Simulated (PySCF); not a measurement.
F₂Mg, charge -1, doublet, at a GFN2-xTB geometry (such geometries of metal compounds can be far from the true shape) (a state made from the parent by changing its charge; the spin is typed, not shown lowest) (in this run its highest filled SCF level lies above zero, so its values depend strongly on the basis, on diffuse functions most of all); HF/cc-pVDZ (PySCF).

Here is a job for PySCF.
```python
from pyscf import gto, scf

mol = gto.Mole()
mol.atom = '''
    Mg    0.00000000    0.00000000    0.00000000
    F     0.00000000    0.00000000    1.79816197
    F    -0.00000000   -0.00000000   -1.79816197
'''
mol.basis = 'cc-pvdz'
mol.charge = -1
mol.spin = 1
mol.verbose = 5
mol.build()

mf = scf.UHF(mol)
mf.kernel()
```

Output, abridged:

```
PySCF version 2.14.0

[INPUT] verbose = 5
[INPUT] max_memory = 4000
[INPUT] num. atoms = 3
[INPUT] num. electrons = 31
[INPUT] charge = -1
[INPUT] spin (= nelec alpha-beta = 2S) = 1
[INPUT] symmetry False subgroup None
[INPUT] Mole.unit = angstrom
[INPUT] Symbol           X                Y                Z      unit          X                Y                Z       unit  Magmom
[...]
[INPUT] ---------------- BASIS SET ----------------
[INPUT] l, kappa, [nprim/nctr], expnt,             c_1 c_2 ...
[INPUT] Mg
[...]
                                7108              0.00268077 -0.000674725 0.000129865
                                1618              0.0138367 -0.00355603 0.000688831
                                458.4             0.0551767 -0.0142154 0.00273533
                                149.3             0.16966 -0.0476748 0.00931224
                                53.59             0.364703 -0.114892 0.0223265
                                20.7              0.406856 -0.200676 0.0411195
                                8.384             0.135089 -0.0341224 0.00545642
                                2.542             0.00490884 0.570454 -0.134012
                                0.8787            0.00028646 0.542309 -0.256176
                                0.1077            2.6459e-05 0.0218128 0.605856
[...]
                                42.14             0.0392418 -0.00615978
                                13.13             0.157445 -0.0261519
                                4.628             0.358535 -0.0570647
                                1.67              0.457226 -0.0873906
                                0.5857            0.215918 -0.012299
                                0.1311            0.00664948 0.502085
[...]
[INPUT] F
[...]
                                2207              0.005553 -0.001308
                                502.8             0.028267 -0.006495
                                142.6             0.106444 -0.026691
                                46.47             0.286814 -0.07369
                                16.7              0.448641 -0.170776
                                6.356             0.264761 -0.112327
                                1.316             0.015333 0.562814
[...]
                                4.977             0.235718
                                1.347             0.508521
[...]
nuclear repulsion = 75.4848322150757
number of shells = 15
number of NR pGTOs = 93
number of NR cGTOs = 46
basis = cc-pvdz
ecp = {}

******** <class 'pyscf.scf.uhf.UHF'> ********
method = UHF
initial guess = minao
damping factor = 0
level_shift factor = 0
DIIS = <class 'pyscf.scf.diis.CDIIS'>
diis_start_cycle = 1
diis_space = 8
diis_damp = 0
SCF conv_tol = 1e-09
SCF conv_tol_grad = None
SCF max_cycles = 50
direct_scf = True
direct_scf_tol = 1e-13
number electrons alpha = 16  beta = 15
Set gradient conv threshold to 3.16228e-05
E1 = -707.6164753252847  E2 = 233.9565367954104  Ecoul = 269.5341704763007  Exc = -35.5776336808903
init E= -398.175106314799
cond(S) = 98.03226396782475

  alpha mo_energy =
[-49.00478029 -26.4893651  -26.48915156  -3.75615935  -2.28022107
  -2.26248686  -2.26248686  -1.71465714  -1.67731062  -0.71936828
  -0.68229904  -0.67007403  -0.67007403  -0.66764011  -0.66764011
  -0.1328901    0.06189851   0.06189851   0.10777852   0.21649591
   0.28881581   0.28881581   0.45955009   0.45955009   0.47142269
   0.53252224   0.53252224   0.77076396   1.4233662    1.4233662
   1.45543757   1.51868422   1.53957896   1.53957896   2.35576276
   2.83113962   3.8421868    3.84443922   3.84443922   3.84546029
   3.84546029   3.85161476   3.85161476   3.91391645   3.91391645
   3.94893729]
  beta  mo_energy =
[-49.00478029 -26.4893651  -26.48915156  -3.75615935  -2.28022107
  -2.26248686  -2.26248686  -1.71465714  -1.67731062  -0.71936828
  -0.68229904  -0.67007403  -0.67007403  -0.66764011  -0.66764011
  -0.1328901    0.06189851   0.06189851   0.10777852   0.21649591
[...]
   0.22729735   0.25118703   0.25118703   0.31101078   0.46008048
   0.50544349   0.50544349   0.66490374   0.66490374   0.74044236
   0.78596573   0.78596573   1.04984231   1.80248007   1.80248007
   1.83814976   1.90041574   1.91441693   1.91441693   2.73816669
   3.21541549   4.28418393   4.28785848   4.28785848   4.28817619
   4.28817619   4.29496174   4.29496174   4.35512567   4.35512567
   4.3853595 ]
multiplicity <S^2> = 0.75263732  2S+1 = 2.0026356
E1 = -718.0141818336842  E2 = 243.92416417382452  Ecoul = 280.49861918181296  Exc = -36.57445500798843
cycle= 9 E= -398.605185444784  delta_E= -5.09e-09  |g|= 9.79e-06  |ddm|= 0.00029
  alpha mo_energy =
[-4.88119372e+01 -2.59786555e+01 -2.59786478e+01 -3.55397778e+00
 -2.07278115e+00 -2.07278115e+00 -2.07243414e+00 -1.24836209e+00
 -1.24388649e+00 -3.74584397e-01 -3.57697434e-01 -3.35696028e-01
 -3.35696028e-01 -3.31776421e-01 -3.31776421e-01  1.24105448e-02
  2.12410608e-01  2.12410608e-01  2.91316804e-01  4.15431195e-01
  4.71348008e-01  4.71348008e-01  6.33571635e-01  6.33571635e-01
  7.16754070e-01  7.71141713e-01  7.71141713e-01  1.03558926e+00
  1.80149158e+00  1.80149158e+00  1.83455167e+00  1.89867655e+00
  1.91368033e+00  1.91368033e+00  2.73115324e+00  3.21043473e+00
  4.28261854e+00  4.28723679e+00  4.28723679e+00  4.28998450e+00
  4.28998450e+00  4.29706590e+00  4.29706590e+00  4.35405096e+00
  4.35405096e+00  4.38360909e+00]
  beta  mo_energy =
[-48.80995145 -25.97775777 -25.97775017  -3.54903912  -2.07080447
  -2.07077885  -2.07077885  -1.24486007  -1.24048486  -0.36669377
  -0.35034151  -0.33781976  -0.33781976  -0.33633539  -0.33633539
   0.22729823   0.25118756   0.25118756   0.31101091   0.46008171
   0.50544529   0.50544529   0.6649058    0.6649058    0.74044354
   0.78596733   0.78596733   1.04984338   1.8024785    1.8024785
   1.83814723   1.90041307   1.91441536   1.91441536   2.73816644
   3.215415     4.28418235   4.28785584   4.28785584   4.28817437
   4.28817437   4.29495911   4.29495911   4.35512385   4.35512385
   4.38535794]
multiplicity <S^2> = 0.75263872  2S+1 = 2.002637
E1 = -718.0142001518566  E2 = 243.9241824918613  Ecoul = 280.4986382180959  Exc = -36.57445572623459
cycle= 10 E= -398.60518544492  delta_E= -1.36e-10  |g|= 1.51e-06  |ddm|= 4.62e-05
  alpha mo_energy =
[-4.88119371e+01 -2.59786559e+01 -2.59786483e+01 -3.55397774e+00
 -2.07278111e+00 -2.07278111e+00 -2.07243413e+00 -1.24836234e+00
 -1.24388674e+00 -3.74585006e-01 -3.57698095e-01 -3.35696000e-01
 -3.35696000e-01 -3.31776377e-01 -3.31776377e-01  1.24107259e-02
  2.12410669e-01  2.12410669e-01  2.91316806e-01  4.15430960e-01
  4.71348021e-01  4.71348021e-01  6.33571662e-01  6.33571662e-01
  7.16754030e-01  7.71141766e-01  7.71141766e-01  1.03558926e+00
  1.80149159e+00  1.80149159e+00  1.83455131e+00  1.89867622e+00
  1.91368034e+00  1.91368034e+00  2.73115306e+00  3.21043454e+00
  4.28261830e+00  4.28723657e+00  4.28723657e+00  4.28998436e+00
  4.28998436e+00  4.29706577e+00  4.29706577e+00  4.35405074e+00
  4.35405074e+00  4.38360887e+00]
  beta  mo_energy =
[-48.80995142 -25.97775824 -25.97775064  -3.54903914  -2.07080448
  -2.07077885  -2.07077885  -1.24486033  -1.24048512  -0.36669381
  -0.35034152  -0.33781997  -0.33781997  -0.3363356   -0.3363356
   0.22729822   0.25118758   0.25118758   0.31101089   0.46008173
   0.50544529   0.50544529   0.66490584   0.66490584   0.74044351
   0.78596732   0.78596732   1.04984333   1.80247838   1.80247838
   1.83814723   1.90041308   1.91441523   1.91441523   2.73816625
   3.21541485   4.28418224   4.28785561   4.28785561   4.28817424
   4.28817424   4.29495887   4.29495887   4.35512372   4.35512372
   4.38535782]
multiplicity <S^2> = 0.75263875  2S+1 = 2.002637
E1 = -718.0142021865413  E2 = 243.92418452654385  Ecoul = 280.4986404964007  Exc = -36.57445596985684
Extra cycle  E= -398.605185444922  delta_E= -2.16e-12  |g|= 6.85e-07  |ddm|= 2.75e-06
converged SCF energy = -398.605185444922  <S^2> = 0.75263875  2S+1 = 2.002637
```
